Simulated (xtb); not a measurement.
CH₁₁NSi₃, SMILES C[SiH2]N[SiH2][SiH3]. All values are semi-empirical tight-binding results from xtb (GFN2-xTB unless named), good for trends rather than for accurate numbers. Geometry optimised at GFN2-xTB. This is a generated structure with no PubChem entry under its InChIKey; it may be hypothetical. One conformer was computed; it need not be the lowest.

Computed properties:
```json
{
 "orbital_gap": "4.32 eV",
 "dipole_moment": "0.71 D",
 "zero_point_energy": "68.0 kcal/mol",
 "G − E(el) at 298.15 K (modified RRHO)": "45.0 kcal/mol",
 "static polarisability (D4 model)": "109.6 bohr³",
 "solvation energy, GFN2-xTB/ALPB(water)": "-0.4 kcal/mol",
 "solvation energy, GFN2-xTB/ALPB(ether)": "-5.6 kcal/mol"
}
```
